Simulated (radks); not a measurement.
The numbers below are computed, except where a source is named.
La3+, 54 electrons, occupied as [Xe].

Code: a radial shooting solver on a logarithmic mesh with Libxc functionals. Model: Dirac Kohn-Sham, Slater X-alpha with alpha = 0.667, spin-unpolarised, spherical densities, finite nucleus; Fermi nuclear charge, rms radius 4.855 fm.

Energy parts (hartree):
part                   energy
total              -8484.0942
kinetic             9080.6547
electron-nucleus  -20610.1557
Hartree             3236.8208
exchange            -191.4140

Orbitals (lengths in bohr, moments of r in powers of bohr; r(max) is where P^2 peaks; r(90%) holds 90 % of the orbital's charge):
1s1/2: occ. 2; eigenvalue (hartree) -1422.045; <r^2> 0.0008551; <r> 0.02509; r(max) 0.01609; r(90%) 0.0452
2s1/2: occ. 2; eigenvalue (hartree) -226.9859; <r^2> 0.01358; <r> 0.1071; r(max) 0.09118; r(90%) 0.166
2p1/2: occ. 2; eigenvalue (hartree) -214.2249; <r^2> 0.009968; <r> 0.08994; r(max) 0.06951; r(90%) 0.148
2p3/2: occ. 4; eigenvalue (hartree) -199.0635; <r^2> 0.01123; <r> 0.09604; r(max) 0.07468; r(90%) 0.156
3s1/2: occ. 2; eigenvalue (hartree) -49.15182; <r^2> 0.09312; <r> 0.2853; r(max) 0.2609; r(90%) 0.419
3p1/2: occ. 2; eigenvalue (hartree) -43.75786; <r^2> 0.08788; <r> 0.2750; r(max) 0.2474; r(90%) 0.413
3p3/2: occ. 4; eigenvalue (hartree) -40.80487; <r^2> 0.09554; <r> 0.2870; r(max) 0.2587; r(90%) 0.430
3d3/2: occ. 4; eigenvalue (hartree) -31.31583; <r^2> 0.07857; <r> 0.2579; r(max) 0.2081; r(90%) 0.404
3d5/2: occ. 6; eigenvalue (hartree) -30.68336; <r^2> 0.08075; <r> 0.2617; r(max) 0.2113; r(90%) 0.409
4s1/2: occ. 2; eigenvalue (hartree) -10.54373; <r^2> 0.4838; <r> 0.6546; r(max) 0.6087; r(90%) 0.941
4p1/2: occ. 2; eigenvalue (hartree) -8.55892; <r^2> 0.5183; <r> 0.6749; r(max) 0.6189; r(90%) 0.983
4p3/2: occ. 4; eigenvalue (hartree) -7.92587; <r^2> 0.5609; <r> 0.7023; r(max) 0.6434; r(90%) 1.02
4d3/2: occ. 4; eigenvalue (hartree) -4.66561; <r^2> 0.6748; <r> 0.7626; r(max) 0.6674; r(90%) 1.15
4d5/2: occ. 6; eigenvalue (hartree) -4.55581; <r^2> 0.6920; <r> 0.7723; r(max) 0.6755; r(90%) 1.16
5s1/2: occ. 2; eigenvalue (hartree) -2.21362; <r^2> 2.663; <r> 1.541; r(max) 1.402; r(90%) 2.21
5p1/2: occ. 2; eigenvalue (hartree) -1.66192; <r^2> 3.306; <r> 1.713; r(max) 1.529; r(90%) 2.48
5p3/2: occ. 4; eigenvalue (hartree) -1.56342; <r^2> 3.590; <r> 1.785; r(max) 1.594; r(90%) 2.58

The highest occupied level is 5p3/2 at -42.543 eV. The density falls to 0.001 e/bohr^3 at r = 3.52 bohr.
